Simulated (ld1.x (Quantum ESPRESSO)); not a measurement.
## u(r) = r·R(r): atom against pseudo-atom (lithium)

Columns: radius, all-electron u(r) and pseudo u(r) of the 2s shell (level -6.69 eV) of lithium in the configuration 1s2 2s0 2p0; PBEsol, non-relativistic, ultrasoft scheme, ld1.x (Quantum ESPRESSO) 7.5.

| r (bohr) | all-electron | pseudo |
| --- | --- | --- |
| 0.220 | 0.2406 | 0.3545 |
| 0.440 | 0.2180 | 0.4193 |
| 0.660 | 0.1007 | 0.2188 |
| 0.880 | -0.0419 | -0.0191 |
| 1.100 | -0.1798 | -0.1796 |
| 1.320 | -0.3001 | -0.3001 |
| 1.540 | -0.3980 | -0.3980 |
| 1.760 | -0.4725 | -0.4725 |
| 1.980 | -0.5247 | -0.5247 |
| 2.200 | -0.5572 | -0.5572 |
| 2.420 | -0.5732 | -0.5732 |
| 2.640 | -0.5758 | -0.5758 |
| 2.860 | -0.5681 | -0.5681 |
| 3.080 | -0.5525 | -0.5525 |
| 3.300 | -0.5312 | -0.5312 |
| 3.520 | -0.5059 | -0.5059 |
| 3.740 | -0.4781 | -0.4781 |
| 3.960 | -0.4487 | -0.4487 |
| 4.180 | -0.4187 | -0.4187 |
| 4.400 | -0.3888 | -0.3888 |
| 4.620 | -0.3594 | -0.3594 |
| 4.840 | -0.3309 | -0.3309 |
| 5.060 | -0.3035 | -0.3035 |
| 5.280 | -0.2776 | -0.2776 |
| 5.500 | -0.2531 | -0.2531 |
| 5.720 | -0.2302 | -0.2302 |

Q: How many radial nodes do the two functions have?

A: The all-electron 2s function has n − l − 1 = 1; the pseudo-wave has 1, since 1 lower shell of the same l stays in the valence.

Q: At about which radius was the pseudo-wave matched?

A: 1.20 bohr, where the columns begin to agree (steps of 0.22 bohr).

Q: Is the pseudo-wave norm-conserving?

A: No, it belongs to an ultrasoft set: the norm inside the radius is not constrained, and the difference is carried by the augmentation charge.
